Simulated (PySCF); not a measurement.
C₃H₇FOSi, SMILES C=CC[Si@H](O)F. Atoms are numbered in the order given.

```xyz
13

C     -2.5804     0.2343     0.1569
C     -1.7781    -0.8098     0.3795
C     -0.3781    -0.7105     0.9340
Si     0.7807    -0.0964    -0.3849
O      2.3202    -0.1474     0.2215
F      0.3922     1.4517    -0.7220
H     -2.2686     1.2567     0.3978
H     -3.5769     0.1027    -0.2748
H     -2.1261    -1.8126     0.1017
H     -0.0205    -1.6781     1.3195
H     -0.3260     0.0103     1.7677
H      0.6719    -0.8302    -1.6715
H      3.0443     0.1305    -0.3484
```
Charge 0, spin multiplicity 1.

Geometry optimised at ωB97X-D3(BJ)/def2-SVP. The structure was generated by enumeration; whether it is a known compound was not checked. Other conformers were not sampled.

Computed with PBE/pcSseg-1 run with PySCF.

GIAO shieldings, no solvent; atoms listed in one row are averaged. δ = σ(ref) − σ: ¹³C against TMS (σ = 182.0 ppm); ²⁹Si against TMS (σ = 335.4 ppm); ¹⁷O against H2O (σ = 334.3 ppm); ¹⁹F against CFCl3 (σ = 133.6 ppm); ¹H against TMS (σ = 31.49 ppm), references at their B3LYP-D3(BJ)/def2-TZVP geometries, non-relativistic.

### Question
Estimate the chemical shifts. (An estimate is asked for; the answer gives what the named calculation found.)

### Answer

```json
[
 {"nucleus": "¹³C", "atoms": "C2", "count": "1", "δ (ppm)": "137.7"},
 {"nucleus": "¹³C", "atoms": "C1", "count": "1", "δ (ppm)": "127.8"},
 {"nucleus": "¹³C", "atoms": "C3", "count": "1", "δ (ppm)": "24.6"},
 {"nucleus": "²⁹Si", "atoms": "Si4", "count": "1", "δ (ppm)": "-12.7"},
 {"nucleus": "¹⁷O", "atoms": "O5", "count": "1", "δ (ppm)": "73.0"},
 {"nucleus": "¹⁹F", "atoms": "F6", "count": "1", "δ (ppm)": "-186.3"},
 {"nucleus": "¹H", "atoms": "H9", "count": "1", "δ (ppm)": "6.19"},
 {"nucleus": "¹H", "atoms": "H7, H8", "count": "2", "δ (ppm)": "5.81"},
 {"nucleus": "¹H", "atoms": "H12", "count": "1", "δ (ppm)": "5.33"},
 {"nucleus": "¹H", "atoms": "H13", "count": "1", "δ (ppm)": "2.44"},
 {"nucleus": "¹H", "atoms": "H11", "count": "1", "δ (ppm)": "2.32"},
 {"nucleus": "¹H", "atoms": "H10", "count": "1", "δ (ppm)": "1.95"}
]
```
